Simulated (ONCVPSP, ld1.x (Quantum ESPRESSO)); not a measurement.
## Hardness and transferability of assorted potentials

Generated with ld1.x 7.5 (TM, RRKJ, ultrasoft, PAW), atompaw 4.2 or ONCVPSP 4.0.1. The cutoff is in Ry: for ld1.x and atompaw files where the sum of valence levels is converged to 10 mRy in a Bessel basis, for ONCV files where the hardest occupied wave has 1 mHa per electron of residual kinetic energy. The error is the largest all-electron minus pseudo excitation energy over each file’s own four to seven test configurations (ionisations up to +4, promotions, holes and added fractions of an electron), all of which were solved. The labels leave out finer settings (local radius, basis sizes, second energies), which also bear on the numbers. Spin-polarised tests are not counted. The rows are a selection from randomly drawn settings: files with unsolved tests, undetermined cutoffs or missed reference levels are left out.

A true bound ghost makes a file unfit for plane-wave use even where its test errors are small: the radial tests pick states by their node count and pass the ghost by.

| element | potential | cutoff (Ry) | largest error (meV) | bound ghosts |
| --- | --- | --- | --- | --- |
| Be | TM, PBE, scalar-relativistic, rc 2.15/3.25/3.25 (spd), local d, core correction yes, reference 2s2 2p0 | 8 | -77 | none |
| Ni | ONCV, LDA (Perdew-Wang 92), scalar-relativistic, rc 1.60/0.90/1.60 (spd), local smoothed, core correction yes, reference 3p6 3d8 4s1, qcut 4.1/14/11.5, projectors 2/2/2 | 114 | +85 | s |
| Sr | ONCV, PBEsol, scalar-relativistic, rc 2.15/2.05/1.65 (spd), local smoothed, core correction yes, reference 4s2 4p6 5s1.75 5p0.25, qcut 7.1/6/5.3, projectors 2/2/2 | 29 | -2.2 | none |
| Tc | ONCV, PBE, scalar-relativistic, rc 2.05/1.50/1.80 (spd), local smoothed, core correction yes, reference 4s2 4p6 4d5 5s1.5, qcut 7/8.7/7.5, projectors 2/2/2 | 51 | -39 | none |
| Te | ONCV, LDA (Perdew-Zunger), scalar-relativistic, rc 1.60/2.30/1.35/2.30 (spdf), local smoothed, core correction yes, reference 4d10 5s2 5p3.5, qcut 3.2/2.8/11/4.2, projectors 1/2/2/2 | 120 | -58 | s |
| I | TM, LDA (PZ), scalar-relativistic, rc 1.55/1.60 (sp), local p, core correction no, reference 5s2 5p4.75 | 55 | +54 | s |
| Re | ONCV, PBE, fully relativistic, rc 2.00/1.60/1.50 (spd), local smoothed, core correction yes, reference 5s2 5p6 5d5 6s1.75, qcut 5/9.5/7.4, projectors 2/1/2 | 57 | -97 | p1/2 |
| Hg | ultrasoft, PBE, scalar-relativistic, rc 2.55/2.85/2.50 (spd), local smoothed, core correction no, reference 6s2 6p0 | 6 | +448 | s, d |

(1) Fill in the row for Cd: ONCV, PBE, fully relativistic, rc 1.70/1.55/1.80 (spd), local smoothed, core correction no, reference 4s2 4p6 4d10 5s1 5p1, qcut 8/8/9.2, projectors 2/2/2.

Answers

(1) cutoff 61 Ry, largest error -250 meV, bound ghosts: none.
